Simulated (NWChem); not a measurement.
System: CBrF2, doublet; SMILES F[C](F)Br

Here is an NWChem input.

```
start job
memory heap 200 mb stack 900 mb global 1100 mb
geometry units angstroms noautoz
  F     -0.080035     1.534244    -1.077192
  C      0.329716     0.913064     0.000000
  F     -0.080035     1.534244     1.077192
  Br    -0.021240    -0.951820     0.000000
end
basis spherical
  * library 3-21g
end
dft
  odft
  mult 2
  xc b3lyp
  iterations 150
  mulliken
end
task dft gradient
```

Parts of the log:

```
             Northwest Computational Chemistry Package (NWChem) 7.3.0
             --------------------------------------------------------

 CS  symmetry detected

                             Geometry "geometry" -> ""
                             -------------------------

 Output coordinates in angstroms (scale by  1.889725989 to convert to a.u.)

  No.       Tag          Charge          X              Y              Z
 ---- ---------------- ---------- -------------- -------------- --------------
    1 F                    9.0000    -0.08126807    -1.53771238    -1.07719200
    2 C                    6.0000     0.33038759    -0.91779296     0.00000000
    3 F                    9.0000    -0.08126807    -1.53771238     1.07719200
    4 Br                  35.0000    -0.01484287     0.94815945     0.00000000

 Effective nuclear repulsion energy (a.u.)     245.1267447925

      Symmetry information
      --------------------

 Group name             Cs
 Group number              2
 Group order               2
 No. of unique centers     3

                                 NWChem DFT Module
                                 -----------------

 Summary of "ao basis" -> "ao basis" (spherical)
 ------------------------------------------------------------------------------
       Tag                 Description            Shells   Functions and Types
 ---------------- ------------------------------  ------  ---------------------
 F                           3-21g                   5        9   3s2p
 C                           3-21g                   5        9   3s2p
 Br                          3-21g                  10       22   5s4p1d

      Symmetry analysis of basis
      --------------------------

        a'         32
        a"         17

            General Information
            -------------------
          SCF calculation type: DFT
          Wavefunction type:  spin polarized.
          No. of atoms     :     4
          No. of electrons :    59
           Alpha electrons :    30
            Beta electrons :    29
          Charge           :     0
          Spin multiplicity:     2
          Use of symmetry is: on ; symmetry adaption is: on
          Maximum number of iterations: 150
          AO basis - number of functions:    49
                     number of shells:    25
          Convergence on energy requested:  1.00D-06
          Convergence on density requested:  1.00D-05
          Convergence on gradient requested:  5.00D-04

              XC Information
              --------------
                         B3LYP Method XC Potential
                     Hartree-Fock (Exact) Exchange  0.200
                        Slater Exchange Functional  0.800 local
                    Becke 1988 Exchange Functional  0.720 non-local
              Lee-Yang-Parr Correlation Functional  0.810
                  VWN I RPA Correlation Functional  0.190 local

             Grid Information
             ----------------
          Grid used for XC integration:  medium
          Radial quadrature: Mura-Knowles
          Angular quadrature: Lebedev.
          Tag              B.-S. Rad. Rad. Pts. Rad. Cut. Ang. Pts.
          ---              ---------- --------- --------- ---------
          F                   0.50       49           8.0       434
          C                   0.70       49           7.0       434
          Br                  1.15      112           7.0       590
          Grid pruning is: on
          Number of quadrature shells:   210
          Spatial weights used:  Erf1

      Superposition of Atomic Density Guess
      -------------------------------------

 Sum of atomic energies:       -2795.22103113

      Non-variational initial energy
      ------------------------------

 Total energy =   -2796.078445
 1-e energy   =   -4387.199569
 2-e energy   =    1345.994380
 HOMO         =      -0.079092
 LUMO         =       0.167981

   Symmetry analysis of molecular orbitals - initial alpha
   -------------------------------------------------------

  Numbering of irreducible representations:

     1 a'          2 a"

  Orbital symmetries:

     1 a'          2 a'          3 a'          4 a"          5 a'
     6 a'          7 a"          8 a'          9 a'         10 a'
    11 a"         12 a'         13 a'         14 a"         15 a'
    16 a"         17 a'         18 a'         19 a"         20 a'
    21 a'         22 a"         23 a'         24 a'         25 a"
    26 a"         27 a'         28 a'         29 a"         30 a'
    31 a'         32 a"         33 a'         34 a'         35 a'
    36 a"         37 a'         38 a"         39 a'         40 a'

   Symmetry analysis of molecular orbitals - initial beta
   ------------------------------------------------------

  Numbering of irreducible representations:

     1 a'          2 a"

  Orbital symmetries:

     1 a'          2 a'          3 a'          4 a"          5 a'
     6 a'          7 a"          8 a'          9 a'         10 a'
    11 a"         12 a'         13 a'         14 a"         15 a'
    16 a"         17 a'         18 a'         19 a"         20 a'
    21 a'         22 a"         23 a'         24 a'         25 a"
    26 a"         27 a'         28 a'         29 a"         30 a'
    31 a'         32 a"         33 a'         34 a'         35 a'
    36 a"         37 a'         38 a"         39 a'         40 a'

     ---------------------------------------------
      Total Density - Mulliken Population Analysis
     ---------------------------------------------

    Atom       Charge   Shell Charges
 -----------   ------   -------------------------------------------------------
    1 F    9     9.45   1.99  0.45  2.54  1.51  2.96
    2 C    6     4.95   1.99  0.38  0.88  0.90  0.81
    3 F    9     9.45   1.99  0.45  2.54  1.51  2.96
    4 Br  35    35.15   2.00  2.00  5.99  2.00  5.97  0.79  2.36  1.13  2.91  9.99

     --------------------------------------------
      Spin Density - Mulliken Population Analysis
     --------------------------------------------

    Atom       Charge   Shell Charges
 -----------   ------   -------------------------------------------------------
    1 F    9     0.07   0.00  0.00  0.04  0.00  0.02
    2 C    6     0.67   0.00  0.04  0.19  0.23  0.21
    3 F    9     0.07   0.00  0.00  0.04  0.00  0.02
    4 Br  35     0.19   0.00  0.00  0.00  0.00  0.00  0.01  0.09 -0.00  0.10  0.00

   convergence    iter        energy       DeltaE   RMS-Dens  Diis-err
 ---------------- ----- ----------------- --------- --------- ---------
 d= 0,ls=0.0,diis     1  -2798.0379770563 -3.04D+03  2.02D-02  3.33D-01
                                                     1.67D-02  2.93D-01
 d= 0,ls=0.0,diis     2  -2797.8976104995  1.40D-01  9.89D-03  6.69D-01
                                                     1.04D-02  7.12D-01
 d= 0,ls=0.0,diis     3  -2798.1970594087 -2.99D-01  1.95D-03  6.11D-03
                                                     1.22D-03  5.63D-03
 d= 0,ls=0.0,diis     4  -2798.1993113867 -2.25D-03  5.63D-04  5.11D-04
                                                     3.60D-04  4.56D-04
 d= 0,ls=0.0,diis     5  -2798.1995314911 -2.20D-04  2.28D-04  4.47D-06
                                                     1.56D-04  1.06D-05
  Resetting Diis
 d= 0,ls=0.0,diis     6  -2798.1995445016 -1.30D-05  8.61D-05  5.22D-06
                                                     3.38D-05  3.82D-06
 d= 0,ls=0.0,diis     7  -2798.1995473947 -2.89D-06  1.93D-05  2.12D-07
                                                     2.59D-05  3.04D-07
 d= 0,ls=0.0,diis     8  -2798.1995475911 -1.96D-07  1.42D-05  2.89D-07
                                                     7.56D-06  2.44D-07
 d= 0,ls=0.0,diis     9  -2798.1995477230 -1.32D-07  1.00D-05  1.53D-08
                                                     6.02D-06  1.67D-08
 d= 0,ls=0.0,diis    10  -2798.1995477469 -2.39D-08  8.05D-07  1.30D-09
                                                     1.41D-06  2.33D-09

         Total DFT energy =    -2798.199547746910
      One electron energy =    -4386.491994573848
           Coulomb energy =     1460.870650801051
    Exchange-Corr. energy =     -117.704948766601
 Nuclear repulsion energy =      245.126744792489

 Numeric. integr. density =       59.000004028493

                  Occupations of the irreducible representations
                  ----------------------------------------------

                     irrep           alpha         beta
                     --------     --------     --------
                     a'               20.0         19.0
                     a"               10.0         10.0

                    DFT Final Alpha Molecular Orbital Analysis
                    ------------------------------------------

 Vector   28  Occ=1.000000D+00  E=-3.242917D-01  Symmetry=a'
              MO Center=  3.2D-02,  5.8D-01, -2.5D-14, r^2= 2.1D+00
   Bfn.  Coefficient  Atom+Function         Bfn.  Coefficient  Atom+Function
  ----- ------------  ---------------      ----- ------------  ---------------
    42      0.489429  4 Br px                38      0.449682  4 Br px
    34     -0.302566  4 Br px                39      0.209482  4 Br py
    43      0.206072  4 Br py                35     -0.136191  4 Br py
     7     -0.135024  1 F  px                25     -0.135024  3 F  px
    12      0.124897  2 C  px                 3     -0.121691  1 F  px

[...]

                         DFT ENERGY GRADIENTS

    atom               coordinates                        gradient
                 x          y          z           x          y          z
   1 F      -0.153574  -2.905855  -2.035598    0.011903   0.022534   0.041219
   2 C       0.624342  -1.734377   0.000000   -0.028144  -0.010631   0.000000
   3 F      -0.153574  -2.905855   2.035598    0.011903   0.022534  -0.041219
   4 Br     -0.028049   1.791762   0.000000    0.004338  -0.034438   0.000000
```

Level: B3LYP/3-21G, spin-unrestricted. In the optimisation the excess spin sits in a' (Cs, its own frame). Geometry: optimised at PBE0/def2-SVP, spin-unrestricted. No stability test was run on the SCF state.
